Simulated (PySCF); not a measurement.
H₈NSi₃, multiplicity 2. Atoms are numbered in the order given.

```xyz
12

Si    -1.5649     0.9125    -0.0409
N     -0.0469     0.0144    -0.0047
Si     0.0170    -1.6839    -0.4803
Si     1.4492     0.8414     0.4406
H     -2.6656     0.0806     0.5502
H     -1.3590     2.1535     0.7792
H      0.8581    -1.8743    -1.6971
H     -1.3749    -2.1291    -0.7686
H      0.5918    -2.5153     0.6169
H      1.5070     1.1136     1.9054
H      1.5671     2.1366    -0.2880
H      2.5854    -0.0476     0.0629
```
Charge 0, spin multiplicity 2.

The structure is a stationary point at B3LYP-D3(BJ)/def2-SVP. The isomer is the one that the SMILES or the coordinates give; other isomers of the formula were not compared.

Computed with B3LYP-D3(BJ)/def2-SVP run with PySCF 2.14.0.

Frequencies are harmonic and unscaled.

Q: Give all harmonic wavenumbers and intensities. (An estimate is asked for; the answer gives what the named calculation found.)

A: 
```json
[
 {"mode": "1", "ν (cm⁻¹)": "67", "IR (km/mol)": "0.0", "moving atoms (share of kinetic energy)": "H 95 %"},
 {"mode": "2", "ν (cm⁻¹)": "73", "IR (km/mol)": "0.2", "moving atoms (share of kinetic energy)": "H 94 %"},
 {"mode": "3", "ν (cm⁻¹)": "134", "IR (km/mol)": "0.1", "moving atoms (share of kinetic energy)": "H 91 %"},
 {"mode": "4", "ν (cm⁻¹)": "186", "IR (km/mol)": "0.5", "moving atoms (share of kinetic energy)": "Si 49 %, N 28 %, H 23 %"},
 {"mode": "5", "ν (cm⁻¹)": "189", "IR (km/mol)": "0.9", "moving atoms (share of kinetic energy)": "Si 46 %, N 31 %, H 23 %"},
 {"mode": "6", "ν (cm⁻¹)": "201", "IR (km/mol)": "0.6", "moving atoms (share of kinetic energy)": "Si 48 %, H 29 %, N 22 %"},
 {"mode": "7", "ν (cm⁻¹)": "486", "IR (km/mol)": "0.1", "moving atoms (share of kinetic energy)": "Si 89 %, H 11 %"},
 {"mode": "8", "ν (cm⁻¹)": "653", "IR (km/mol)": "0.6", "moving atoms (share of kinetic energy)": "H 91 %, Si 9 %"},
 {"mode": "9", "ν (cm⁻¹)": "682", "IR (km/mol)": "2.9", "moving atoms (share of kinetic energy)": "H 79 %, Si 17 %"},
 {"mode": "10", "ν (cm⁻¹)": "685", "IR (km/mol)": "4.4", "moving atoms (share of kinetic energy)": "H 75 %, Si 20 %"},
 {"mode": "11", "ν (cm⁻¹)": "690", "IR (km/mol)": "3.8", "moving atoms (share of kinetic energy)": "H 83 %, Si 14 %"},
 {"mode": "12", "ν (cm⁻¹)": "725", "IR (km/mol)": "36.2", "moving atoms (share of kinetic energy)": "H 82 %, Si 10 %"},
 {"mode": "13", "ν (cm⁻¹)": "754", "IR (km/mol)": "104.9", "moving atoms (share of kinetic energy)": "H 80 %, Si 10 %, N 10 %"},
 {"mode": "14", "ν (cm⁻¹)": "907", "IR (km/mol)": "156.3", "moving atoms (share of kinetic energy)": "H 95 %"},
 {"mode": "15", "ν (cm⁻¹)": "938", "IR (km/mol)": "577.1", "moving atoms (share of kinetic energy)": "H 73 %, Si 14 %, N 12 %"},
 {"mode": "16", "ν (cm⁻¹)": "942", "IR (km/mol)": "32.8", "moving atoms (share of kinetic energy)": "H 95 %"},
 {"mode": "17", "ν (cm⁻¹)": "945", "IR (km/mol)": "212.4", "moving atoms (share of kinetic energy)": "H 88 %"},
 {"mode": "18", "ν (cm⁻¹)": "962", "IR (km/mol)": "43.0", "moving atoms (share of kinetic energy)": "H 93 %"},
 {"mode": "19", "ν (cm⁻¹)": "964", "IR (km/mol)": "31.0", "moving atoms (share of kinetic energy)": "H 82 %, N 13 %"},
 {"mode": "20", "ν (cm⁻¹)": "978", "IR (km/mol)": "513.9", "moving atoms (share of kinetic energy)": "N 43 %, H 42 %, Si 16 %"},
 {"mode": "21", "ν (cm⁻¹)": "995", "IR (km/mol)": "7.8", "moving atoms (share of kinetic energy)": "N 48 %, H 48 %"},
 {"mode": "22", "ν (cm⁻¹)": "1012", "IR (km/mol)": "7.8", "moving atoms (share of kinetic energy)": "H 75 %, N 18 %"},
 {"mode": "23", "ν (cm⁻¹)": "2119", "IR (km/mol)": "89.1", "moving atoms (share of kinetic energy)": "H 98 %"},
 {"mode": "24", "ν (cm⁻¹)": "2150", "IR (km/mol)": "130.0", "moving atoms (share of kinetic energy)": "H 95 %"},
 {"mode": "25", "ν (cm⁻¹)": "2217", "IR (km/mol)": "66.9", "moving atoms (share of kinetic energy)": "H 96 %"},
 {"mode": "26", "ν (cm⁻¹)": "2219", "IR (km/mol)": "37.1", "moving atoms (share of kinetic energy)": "H 98 %"},
 {"mode": "27", "ν (cm⁻¹)": "2222", "IR (km/mol)": "185.3", "moving atoms (share of kinetic energy)": "H 96 %"},
 {"mode": "28", "ν (cm⁻¹)": "2227", "IR (km/mol)": "115.7", "moving atoms (share of kinetic energy)": "H 97 %"},
 {"mode": "29", "ν (cm⁻¹)": "2230", "IR (km/mol)": "151.0", "moving atoms (share of kinetic energy)": "H 98 %"},
 {"mode": "30", "ν (cm⁻¹)": "2237", "IR (km/mol)": "91.5", "moving atoms (share of kinetic energy)": "H 96 %"}
]
```
